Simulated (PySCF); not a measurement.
Electron correlation in Mn (manganese, neutral)

[Ar] 3d4 4s2 4p1, one real determinant (an excited configuration). Computed with PySCF 2.14 in aug-cc-pVDZ (7s6p4d2f, 59 functions), with no relativity, point nucleus. Frozen: [Ar]; 7 electrons correlated.

MP2 pair energies summed by pair of shells (mhartree):

| pair | energy | share (%) |
| --- | --- | --- |
| 3d-3d | -28.62 | 33.6 |
| 3d-4s | -20.17 | 23.7 |
| 4s-4s | -17.07 | 20.0 |
| 4s-4p | -15.82 | 18.6 |
| 3d-4p | -3.52 | 4.1 |

Total MP2 correlation energy: -85.21 mhartree.

Same-spin part -42.02 and opposite-spin part -43.19 mhartree; SCS-MP2 scales them by 1/3 and 6/5 to -65.83 mhartree.

The reference is one real determinant that mixes LS terms of this configuration.
